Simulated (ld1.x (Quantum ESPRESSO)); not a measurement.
## What one change does to a pseudopotential (As (Z = 33), PAW)

- Element: arsenic
- Generator: ld1.x (Quantum ESPRESSO) 7.5
- Type: PAW
- Functional: PBE
- Relativity: scalar-relativistic
- Frozen core: [Ar]
- Valence charge: 15
- Reference configuration: 3d10 4s2 4p3
- Partial waves: 4s (bound): rcut 1.30, rcutus 1.55 bohr; 4s channel at -0.1 Ry: rcut 1.30, rcutus 1.55 bohr; 4p (bound): rcut 1.90, rcutus 2.45 bohr; 4p channel at 0.05 Ry: rcut 1.90, rcutus 2.45 bohr; 3d (bound): rcut 1.00, rcutus 1.10 bohr; 3d channel at -0.95 Ry: rcut 1.00, rcutus 1.10 bohr
- Local potential: all-electron potential smoothed inside 1.55 bohr (lloc = -1)
- Core correction: a·sin(br)/r model core, default radius (ld1.x builds one for every PAW set, though the input has nlcc=.false.)
- Augmentation charge: BESSEL, radius 0.95 bohr

Change: waves 3d (bound): rcut 1.00, rcutus 1.48 bohr; 3d channel at -0.95 Ry: rcut 1.00, rcutus 1.48 bohr.

Cutoffs: the cutoffs (Ry, on a coarse ladder) from which the occupation-weighted sum of valence levels, in a spherical-Bessel basis at the reference potential, stays within 10 and 1 mRy of its value at 400 Ry; they do not see the model core or the augmentation charge, which bear on the density cutoff. Errors are all-electron minus pseudo energies relative to the spin-unpolarised reference configuration.

Question: What does the change do?

Answer: The potential gets softer (140 Ry and 200 Ry → 50 Ry and 90 Ry); the number of tests with a reliable result goes from 7 to 2 (the test run of the changed file stopped, so its transferability is not established); neither file shows a bound ghost. A larger radius leaves more room for a smooth pseudo-wave, so fewer plane waves are needed.

| quantity | base | changed |
| --- | --- | --- |
| cutoff, loose | 140 Ry | 50 Ry |
| cutoff, tight | 200 Ry | 90 Ry |
| loose cutoff by channel (10 mRy a level) | s 12 Ry, p 8 Ry, d 80 Ry | s 12 Ry, p 8 Ry, d 40 Ry |
| bound ghosts | none | none |
| tests with a reliable result | 7 of 7 | 2 of 7 (the test run stopped) |
| error for 3d10 4s2 4p2, meV [ΔE 9.15 eV] | 0.0 | -0.9 |
| error for 3d10 4s2 4p1, meV [ΔE 27.07 eV] | +5.0 | -1.3 |
| s: phases at 2.64 bohr within 0.05 rad from the reference energy up to (Ry; the scan ends near 5) | to the end of the scan | to the end of the scan |
| p: phases at 2.64 bohr within 0.05 rad from the reference energy up to (Ry; the scan ends near 5) | 3.0 | 3.0 |
| d: phases at 2.64 bohr within 0.05 rad from the reference energy up to (Ry; the scan ends near 5) | to the end of the scan | to the end of the scan |
| lowest overlap eigenvalue by channel | s 0.45, p 0.68, d 0.95 | s 0.45, p 0.68, d 0.09 |
